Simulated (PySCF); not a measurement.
Ligands exchanged one at a time, B Br-H. Isolated molecules, 0 K electronic values unless said otherwise. Strings in code marks are SMILES.

The dipole moment from two functionals at the same geometries (PBE0-D4/def2-TZVP), both in PySCF: PBE-D3(BJ)/def2-TZVP and B3LYP-D3(BJ)/def2-TZVP. B3LYP has the VWN-RPA correlation part, as in Gaussian. 

```csv
species,PBE-D3(BJ)/def2-TZVP (D),B3LYP-D3(BJ)/def2-TZVP (D)
0 of 3 Br replaced by H (`BrB(Br)Br`),0.00,0.00
1 of 3 Br replaced by H (`BrBBr`),0.22,0.35
2 of 3 Br replaced by H (`BBr`),0.34,0.52
3 of 3 Br replaced by H (`B`),0.00,0.00
```

Over these rows, drawn at random from the members with no instability flagged (it was tested for open shells, ions and some series alone), PBE minus B3LYP-D3(BJ): mean -0.08 D, from -0.18 D to 0.00 D.
